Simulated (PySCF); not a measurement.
CH4NO, charge +1, singlet, at a GFN2-xTB geometry; MP2/def2-SVPD (PySCF).

PySCF was given this input:
```python
from pyscf import gto, scf, mp

mol = gto.Mole()
mol.atom = '''
    N    -1.079731    0.243807    0.157699
    C     0.406750    0.243899   -0.264919
    O     1.094770   -0.627805    0.073073
    H    -1.302253    1.084187    0.712797
    H    -1.695311    0.237833   -0.669897
    H    -1.269485   -0.598636    0.727304
    H     0.626506    1.129011   -0.869170
'''
mol.basis = 'def2-svpd'
mol.charge = 1
mol.spin = 0
mol.verbose = 4
mol.build()

mf = scf.RHF(mol)
mf.kernel()

pt = mp.MP2(mf, frozen=3)
pt.kernel()
print('E(MP2) = %.10f' % pt.e_tot)
```

It wrote (shortened):

```
PySCF version 2.14.0

[INPUT] verbose = 4
[INPUT] num. atoms = 7
[INPUT] num. electrons = 24
[INPUT] charge = 1
[INPUT] spin (= nelec alpha-beta = 2S) = 0
[INPUT] symmetry False subgroup None
[INPUT] Mole.unit = angstrom
[INPUT] Symbol           X                Y                Z      unit          X                Y                Z       unit  Magmom
[INPUT]  1 N     -1.079731000000   0.243807000000   0.157699000000 AA   -2.040395878203   0.460728457252   0.298007920118 Bohr   0.0
[INPUT]  2 C      0.406750000000   0.243899000000  -0.264919000000 AA    0.768646101167   0.460902312055  -0.500624355194 Bohr   0.0
[INPUT]  3 O      1.094770000000  -0.627805000000   0.073073000000 AA    2.068815469390  -1.186379509633   0.138087957100 Bohr   0.0
[INPUT]  4 H     -1.302253000000   1.084187000000   0.712797000000 AA   -2.460901514893   2.048816497814   1.346991112412 Bohr   0.0
[INPUT]  5 H     -1.695311000000   0.237833000000  -0.669897000000 AA   -3.203673485963   0.449439233384  -1.265921861668 Bohr   0.0
[INPUT]  6 H     -1.269485000000  -0.598636000000   0.727304000000 AA   -2.398978969243  -1.131258088305   1.374405369301 Bohr   0.0
[INPUT]  7 H      0.626506000000   1.129011000000  -0.869170000000 AA    1.183924755397   2.133521581621  -1.642493255688 Bohr   0.0

nuclear repulsion = 76.8797163676567
number of shells = 41
number of NR pGTOs = 133
number of NR cGTOs = 95
basis = def2-svpd
ecp = {}

******** <class 'pyscf.scf.hf.RHF'> ********
method = RHF
initial guess = minao
damping factor = 0
level_shift factor = 0
DIIS = <class 'pyscf.scf.diis.CDIIS'>
diis_start_cycle = 1
diis_space = 8
diis_damp = 0
SCF conv_tol = 1e-09
SCF conv_tol_grad = None
SCF max_cycles = 50
direct_scf = True
direct_scf_tol = 1e-13
Set gradient conv threshold to 3.16228e-05
Initial guess from minao.
init E= -169.797760324317
  HOMO = -0.355023067225188  LUMO = 0.0197603429554603  gap/eV = 10.19838
cycle= 1 E= -168.942299027578  delta_E= 0.855  |g|= 0.821  |ddm|= 2.77
  HOMO = -0.650126749445955  LUMO = -0.16997986555747  gap/eV = 13.06546
cycle= 2 E= -169.029561562539  delta_E= -0.0873  |g|= 0.696  |ddm|= 1.39
  HOMO = -0.72075661971936  LUMO = -0.131933927593985  gap/eV = 16.02268
cycle= 3 E= -169.118163463102  delta_E= -0.0886  |g|= 0.0713  |ddm|= 0.615
  HOMO = -0.70037241319417  LUMO = -0.110789196230104  gap/eV = 16.04338
cycle= 4 E= -169.120170940304  delta_E= -0.00201  |g|= 0.0302  |ddm|= 0.121
  HOMO = -0.710261126313928  LUMO = -0.110471121368656  gap/eV = 16.32112
cycle= 5 E= -169.120571277417  delta_E= -0.0004  |g|= 0.0116  |ddm|= 0.0557
  HOMO = -0.712029567626352  LUMO = -0.110203646055957  gap/eV = 16.37652
cycle= 6 E= -169.120690586837  delta_E= -0.000119  |g|= 0.00566  |ddm|= 0.0331
  HOMO = -0.713176914584085  LUMO = -0.110251429502124  gap/eV = 16.40644
cycle= 7 E= -169.120710984164  delta_E= -2.04e-05  |g|= 0.00155  |ddm|= 0.0168
  HOMO = -0.713629247634245  LUMO = -0.110147131363372  gap/eV = 16.42158
cycle= 8 E= -169.120712106472  delta_E= -1.12e-06  |g|= 0.000254  |ddm|= 0.00316
  HOMO = -0.713622234450223  LUMO = -0.110139225522861  gap/eV = 16.42161
cycle= 9 E= -169.120712136426  delta_E= -3e-08  |g|= 3.57e-05  |ddm|= 0.000609
  HOMO = -0.713619251506883  LUMO = -0.110137567316452  gap/eV = 16.42157
cycle= 10 E= -169.120712137163  delta_E= -7.38e-10  |g|= 8.9e-06  |ddm|= 8.91e-05
  HOMO = -0.713618603724859  LUMO = -0.110137605563035  gap/eV = 16.42155
Extra cycle  E= -169.120712137205  delta_E= -4.14e-11  |g|= 3.53e-06  |ddm|= 1.77e-05
converged SCF energy = -169.120712137205

******** <class 'pyscf.mp.mp2.RMP2'> ********
nocc = 9, nmo = 92
frozen orbitals 3
E(RMP2) = -169.623519549819  E_corr = -0.502807412613883
E(SCS-RMP2) = -169.614746177086  E_corr = -0.494034039881184
E_corr(same-spin) = -0.126155602217856
E_corr(oppo-spin) = -0.376651810396027
E(MP2) = -169.6235195498
```
